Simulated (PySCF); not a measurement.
InI: from constants to spectrum

RHF-CCSD(T) constants of InI, ¹Σ⁺ (singlet), closed shell (In def2-SVP with ECP28, I def2-SVP with ECP28; scalar-relativistic core potentials (PySCF 2.14); masses 114.9039 and 126.9045 u):

| Property | Result |
| --- | --- |
| ωe | 179.4 cm⁻¹ |
| ωexe | 0.335 cm⁻¹ |
| Be | 0.035759 cm⁻¹ |
| αe | 9.66e-05 cm⁻¹ |
| D (centrifugal) | 5.69e-09 cm⁻¹ |
| De to In + I | 3.34 eV |

Problem. Give the band origin of the fundamental and the first lines of its P and R branches.

Solution. ν0 = ωe − 2ωexe = 178.7 cm⁻¹, B0 = 0.035711, B1 = 0.035614 cm⁻¹.

| J″ | P(J″) − ν0 | R(J″) − ν0 |
| --- | --- | --- |
| 0 |  | 0.071 |
| 1 | -0.071 | 0.142 |
| 2 | -0.143 | 0.213 |
| 3 | -0.215 | 0.284 |
| 4 | -0.287 | 0.354 |
| 5 | -0.359 | 0.424 |
| 6 | -0.431 | 0.495 |

Problem. Near which J would the R branch turn back, without centrifugal distortion?

Solution. At J ≈ (B0 + B1)/(2(B0 − B1)) − 1 ≈ 370.

Correlated steps freeze 8 core orbitals. Correlated levels converge slowly with the basis: in double zeta they bind strong bonds too weakly, by up to about 1 eV, and carry superposition errors of some tenths. These are scalar-relativistic numbers at best; spin–orbit coupling would shift them, the dissociation energy most. Where the molecule has an RHF reference, its open-shell atoms are computed with UHF.
